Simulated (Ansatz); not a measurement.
Cost and result for the atomization energy of `C=C[SiH2]O[SiH2]F` (13 atoms, 12 bonds).

```json
{"atom": "C1", "x (Å)": "-0.2109", "y (Å)": "-1.9316", "z (Å)": "0.7198"}
{"atom": "C2", "x (Å)": "-0.7432", "y (Å)": "-0.9255", "z (Å)": "1.4082"}
{"atom": "Si3", "x (Å)": "-0.8298", "y (Å)": "0.8168", "z (Å)": "0.7909"}
{"atom": "O4", "x (Å)": "-0.2168", "y (Å)": "0.9116", "z (Å)": "-0.7297"}
{"atom": "Si5", "x (Å)": "1.0462", "y (Å)": "1.0270", "z (Å)": "-1.7266"}
{"atom": "F6", "x (Å)": "1.6560", "y (Å)": "-0.4286", "z (Å)": "-1.9696"}
{"atom": "H7", "x (Å)": "-0.1740", "y (Å)": "-2.9425", "z (Å)": "1.1160"}
{"atom": "H8", "x (Å)": "0.2144", "y (Å)": "-1.7914", "z (Å)": "-0.2695"}
{"atom": "H9", "x (Å)": "-1.1511", "y (Å)": "-1.1356", "z (Å)": "2.3969"}
{"atom": "H10", "x (Å)": "-2.2358", "y (Å)": "1.2911", "z (Å)": "0.7403"}
{"atom": "H11", "x (Å)": "-0.0581", "y (Å)": "1.7224", "z (Å)": "1.6854"}
{"atom": "H12", "x (Å)": "2.1182", "y (Å)": "1.8529", "z (Å)": "-1.1275"}
{"atom": "H13", "x (Å)": "0.5850", "y (Å)": "1.5335", "z (Å)": "-3.0346"}
```

The species carries charge 0 and has multiplicity 1. The geometry is a stationary point of PBE0-D4/def2-TZVP. It is one conformer, not always the lowest. Program: Ansatz. All runs use 2 threads of an AMD EPYC 7R13 on a shared host and a share of an NVIDIA H100 80 GB. Times are those of one run each, without the atoms' runs, and a repeat can differ threefold. Electronic energies, without spin–orbit coupling; frozen cores. CCSD(T)/CBS adds CCSD(T) − MP2 in def2-TZVPP to the MP2 limit, and its time is that of the two runs behind it. T1 = 0.012. B3LYP takes the VWN-RPA correlation (the form of Gaussian; ORCA's B3LYP/G).

CCSD(T)/CBS is a level of theory with its own doubt, some kJ/mol a heavy atom from the limit and from the frozen cores, so smaller differences don't rank the functionals.

| level | functions | wall time | atomization (kJ/mol) | difference from CCSD(T)/CBS | per bond |
| --- | --- | --- | --- | --- | --- |
| PBE-D4/def2-TZVPP (with forces) | 306 | 2.4 s | 5094.7 | 10.3 | 0.9 |
| PBE0-D4/def2-TZVPP | 306 | 3 s | 5026.4 | -58.0 | -4.8 |
| r2SCAN-D4/def2-TZVPP (with forces) | 306 | 3.3 s | 5069.7 | -14.7 | -1.2 |
| B2PLYP/def2-TZVPP | 306 | 4.2 s | 5017.0 | -67.4 | -5.6 |
| B3LYP-D4/def2-TZVPP (with forces) | 306 | 4.3 s | 5058.7 | -25.7 | -2.1 |
| ωB97X-V/def2-TZVPP | 306 | 5.5 s | 5081.2 | -3.2 | -0.3 |
| MP2/def2-QZVPP | 578 | 6 s | 5117.2 | 32.8 | 2.7 |
| ωB97M-V/def2-TZVPP (with forces) | 306 | 7 s | 5077.6 | -6.8 | -0.6 |
| CCSD(T)/def2-TZVPP | 306 | 8 s | 4949.0 | -135.4 | -11.3 |
| CCSD(T)/CBS(def2) | – | 14 s | 5084.4 | 0.0 | 0.0 |

From PBE to PBE0 (25 % exact exchange), in def2-TZVPP and without D4, the atomization energy moves by −64.0 kJ/mol: exact exchange takes away binding that semilocal exchange gives to molecules. In def2-TZVPP, CCSD(T) changes the Hartree–Fock value by +1122.4 kJ/mol (the triples alone add +64.1 kJ/mol) and MP2 by +1208.4 kJ/mol; breaking electron pairs costs correlation energy, which Hartree–Fock lacks. The D4 term adds +48.5 kJ/mol with B3LYP and +25.9 kJ/mol with PBE0; it sums over pairs of atoms, weighted by their polarisabilities, and B3LYP, whose exchange is more repulsive, gets the larger term.
